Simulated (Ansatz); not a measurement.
Reaction (ligand exchange at the Si–O bond): `F[SiH2]O[SiH2]Cl` + `[SiH3]N[SiH2]Cl` → `[SiH3]N([SiH2]Cl)[SiH2]Cl` + `O[SiH2]F`

Isolated molecules relaxed with PBE0-D4/def2-TZVP in Ansatz; ΔE leaves out vibrations. CBS: MP2 limit from def2 TZ/QZ plus the TZ coupled-cluster correction, frozen cores. Functionals use def2-TZVPP. B3LYP here is the variant with VWN-RPA as its local correlation; programs differ in this. Each species was taken in one conformer, which may not be the lowest.

Is it downhill or uphill in electronic energy at CCSD(T)/CBS, and by how much? (Estimate.)

Ansatz gave: Uphill: ΔE = +0.58 eV.

What do these levels give: PBE-D4, B3LYP-D4, ωB97X-V, B2PLYP, PBE0, B3LYP, HF/def2-TZVPP, CCSD/def2-TZVPP, HF/def2-QZVPP, MP2/def2-QZVPP, HF/CBS(def2), MP2/CBS(def2)? (An estimate is asked.)

The calculation gave: PBE-D4 0.52, B3LYP-D4 0.63, ωB97X-V 0.60, B2PLYP 0.70, PBE0 0.62, B3LYP 0.78, HF/def2-TZVPP 0.90, CCSD/def2-TZVPP 0.63, HF/def2-QZVPP 0.91, MP2/def2-QZVPP 0.55, HF/CBS(def2) 0.92, MP2/CBS(def2) 0.54 eV.

Largest T1 diagnostic among the species: 0.011.

In def2-TZVPP, CCSD(T) changes the Hartree–Fock value by −0.31 eV (the triples alone add −0.05 eV) and MP2 by −0.35 eV. The D4 term adds −0.15 eV with B3LYP and −0.08 eV with PBE0; it sums over pairs of atoms, weighted by their polarisabilities, and B3LYP, whose exchange is more repulsive, gets the larger term.
